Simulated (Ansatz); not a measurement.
Basis-set extrapolation for `C=C[SiH](F)OC` (PBE0-D4/def2-TZVP geometry, frozen core, the Gaussian-basis code of Ansatz). Multiplicity 1, RHF reference.

```csv
,def2-TZVPP,def2-QZVPP
HF,-581.146304,-581.169737
MP2 correlation,-1.097457,-1.182394
CCSD(T) correlation,-1.182757,not run
```

Energies in hartree. Use E(X) = E(∞) + A·exp(−7.88·√X) for Hartree–Fock and E(X) = E(∞) + B·X^(−2.97) for correlation, with X = 3 and 4, and add CCSD(T) minus MP2 of the smaller set to the MP2 limit.

Task: What is the CCSD(T) energy at the basis-set limit?

Result: HF limit: -581.169737 + (-0.023433) × 0.13774 = -581.17296. MP2 limit: -1.182394 + (-0.084937) × 0.74074 = -1.24531. Higher-order term: -1.182757 − (-1.097457) = -0.08530. Total: -582.50357 hartree, 458.2 kJ/mol below CCSD(T)/def2-TZVPP.
